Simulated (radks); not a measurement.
Species: B III. Configuration: 1s1.5 2s1.5 (fractional occupations, a model configuration). Calculated with a radial shooting solver on a logarithmic mesh with Libxc functionals: non-relativistic Kohn-Sham, BLYP, spin-unpolarised, spherical densities, point nucleus; without spin polarisation the odd electron is poorly described.

X-ray form factor f0, the Fourier transform of the density (f0(0) = 3):

sin(theta)/lambda (1/angstrom),f0 (electrons)
0.05,2.921
0.1,2.707
0.15,2.414
0.2,2.103
0.25,1.824
0.3,1.599
0.4,1.309
0.5,1.158
0.6,1.062
0.8,0.890
1,0.715
1.25,0.521
1.5,0.374
2,0.193
